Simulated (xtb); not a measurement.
C$_{2}$H$_{7}$O (SMILES CC[OH2+]), charge +1, singlet, geometry from GFN2-xTB. Base run: GFN2-xTB (xtb).

Here is a job for xtb.
```
$ xtb mol.xyz --gfn 2 --chrg 1 --json

# file mol.xyz
10

C      1.19583758     0.44969545     0.01635498
C      0.11244085    -0.58985777    -0.10810486
O     -1.23887289     0.00688410     0.06505552
H      2.16079891    -0.03208078    -0.11694929
H      1.10785954     1.21818296    -0.74879306
H      1.19800139     0.91487790     0.99990230
H      0.18900047    -1.36284552     0.65772566
H      0.09877132    -1.05924675    -1.09266312
H     -1.38731690     0.69064509    -0.62525076
H     -1.30580219     0.41636824     0.95608340
```

Variants of this job, named by their change:

```json
[
 {"change": "base", "ΔE vs base (mEh)": "0.000", "HOMO-LUMO gap (eV)": "8.99", "G_solv (kcal/mol)": "-", "SCF cycles": "9"},
 {"change": "file = coord", "ΔE vs base (mEh)": "0.000", "HOMO-LUMO gap (eV)": "8.99", "G_solv (kcal/mol)": "-", "SCF cycles": "9"},
 {"change": "gbsa = toluene", "ΔE vs base (mEh)": "___", "HOMO-LUMO gap (eV)": "___", "G_solv (kcal/mol)": "___", "SCF cycles": "9"},
 {"change": "alpb = benzene", "ΔE vs base (mEh)": "-80.539", "HOMO-LUMO gap (eV)": "9.27", "G_solv (kcal/mol)": "-50.80", "SCF cycles": "9"},
 {"change": "acc = 30", "ΔE vs base (mEh)": "0.000", "HOMO-LUMO gap (eV)": "8.99", "G_solv (kcal/mol)": "-", "SCF cycles": "7"},
 {"change": "etemp = 10000", "ΔE vs base (mEh)": "-1.003", "HOMO-LUMO gap (eV)": "9.03", "G_solv (kcal/mol)": "-", "SCF cycles": "9"},
 {"change": "etemp = 3000", "ΔE vs base (mEh)": "0.000", "HOMO-LUMO gap (eV)": "8.99", "G_solv (kcal/mol)": "-", "SCF cycles": "9"},
 {"change": "alpb = dmf", "ΔE vs base (mEh)": "___", "HOMO-LUMO gap (eV)": "___", "G_solv (kcal/mol)": "___", "SCF cycles": "9"},
 {"change": "acc = 0.1", "ΔE vs base (mEh)": "0.000", "HOMO-LUMO gap (eV)": "8.99", "G_solv (kcal/mol)": "-", "SCF cycles": "11"},
 {"change": "gbsa = methanol", "ΔE vs base (mEh)": "___", "HOMO-LUMO gap (eV)": "___", "G_solv (kcal/mol)": "___", "SCF cycles": "9"}
]
```

### Question
Fill in the missing entries.

### Answer

- gbsa = toluene, ΔE vs base (mEh): -89.334
- gbsa = toluene, HOMO-LUMO gap (eV): 9.39
- gbsa = toluene, G_solv (kcal/mol): -56.56
- alpb = dmf, ΔE vs base (mEh): -106.2
- alpb = dmf, HOMO-LUMO gap (eV): 9.49
- alpb = dmf, G_solv (kcal/mol): -68.09
- gbsa = methanol, ΔE vs base (mEh): -114.1
- gbsa = methanol, HOMO-LUMO gap (eV): 9.60
- gbsa = methanol, G_solv (kcal/mol): -73.25

ALPB and GBSA are two models with their own fitted parameters for each solvent, which aren't always the measured dielectric constant.
